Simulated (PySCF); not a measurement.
## Li⁺ (lithium, charge +1) across methods

1s2, closed-shell 1S. All numbers are calculated (PySCF 2.14, no relativity, point nucleus, in def2-TZVPPD (5s4p1d, 22 functions)).

```csv
method,E (hartree),mean ε 1s (eV),Σ⟨r²⟩ (bohr²),⟨S²⟩
LC-wPBE,-7.2666,-66.307,0.9202,0.000
PBE,-7.2566,-60.405,0.9181,0.000
UHF,-7.23637,-75.983,0.8904,0.000
PW91,-7.2675,-60.592,0.9172,0.000
PBE0,-7.2624,-64.482,0.9093,0.000
BP86,-7.2764,-60.555,0.9113,0.000
LDA,-7.1427,-59.594,0.9358,0.000
PBEsol,-7.1963,-59.834,0.9245,0.000
```

(1) Estimate the same row for r2SCAN.

## Answers

(1) E (hartree) = -7.2816; mean ε 1s (eV) = -61.917; Σ⟨r²⟩ (bohr²) = 0.9032; ⟨S²⟩ = 0.000.
